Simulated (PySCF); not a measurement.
**As: electron affinity**

As⁻ [Ar] 3d10 4s2 4p4 (3P) → As [Ar] 3d10 4s2 4p3 (4S), as a difference of total energies. Calculation: PySCF 2.14, in aug-cc-pwCVTZ-PP with ECP10MDF (8s7p6d4f1g, 96 functions); a scalar-relativistic core potential. Correlated levels: valence: 3s2 3p6 3d10 frozen; valence and next inner shell: nothing frozen outside the core potential. The calculations carry no spin-orbit coupling.

```tsv
method	electron affinity (eV)
UHF	-0.297
LDA	1.052
PBE	0.840
PBE0	0.747
r2SCAN	0.795
M06-L	0.671
B2PLYP	0.745
wB97X-V	0.831
MP2 (valence)	0.460
MP2 (valence and next inner shell)	0.459
SCS-MP2 (valence and next inner shell)	0.516
```

Question: Estimate what SCS-MP2 (valence) gives.

Answer: 0.523 eV, closest to SCS-MP2 (valence and next inner shell) among the rows shown.

Question: Estimate what PBEsol gives.

Answer: 0.814 eV, closest to wB97X-V among the rows shown.

The reference lies between the lowest fine-structure levels, while these numbers refer to the centres of the terms.

Errors of the correlated levels include the incompleteness of this basis and the frozen core.

A negative affinity means that the anion lies above the atom at that level of theory.

In the anion the highest occupied orbital energy is positive at LDA, PBE, PBE0, r2SCAN, M06-L, B2PLYP, PBEsol, a self-interaction effect; the basis confines that electron, and the energy difference can still be sensible.

For comparison: 0.804 eV (measured; photodetachment measurements, as compiled on the Wikipedia data page of electron affinities).
